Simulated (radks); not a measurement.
The numbers below are computed, except where a source is named.
The hydrogen anion H-, [He], held by a Watson sphere: a shell of charge +1.22 at radius R that stands for the Madelung well of a crystal (potential energy -1.22/R inside, -1.22/r outside, in hartree with lengths in bohr). Code: a radial shooting solver on a logarithmic mesh with Libxc functionals. Model: non-relativistic Kohn-Sham, LDA (Slater exchange, VWN5 correlation), spin-polarised, spherical densities, point nucleus. Response by self-consistent Sternheimer equations with the Hartree and adiabatic LDA kernel. The sphere does not respond.

R (bohr),e(1s) (eV),<r> 1s (bohr),sum of <r^2> (bohr^2),X-ray form factor at sin(theta)/lambda = 0.3 1/angstrom,alpha (bohr^3)
1.59,-10.584,1.601,6.701,0.412,8.959
1.71,-10.129,1.650,7.118,0.386,10.07
1.83,-9.710,1.696,7.533,0.364,11.25
2.3,-8.336,1.860,9.130,0.306,16.51
2.7,-7.417,1.979,10.43,0.280,21.78
2.76,-7.294,1.996,10.62,0.278,22.63
3.16,-6.555,2.097,11.85,0.265,28.71
3.19,-6.505,2.104,11.94,0.264,29.19
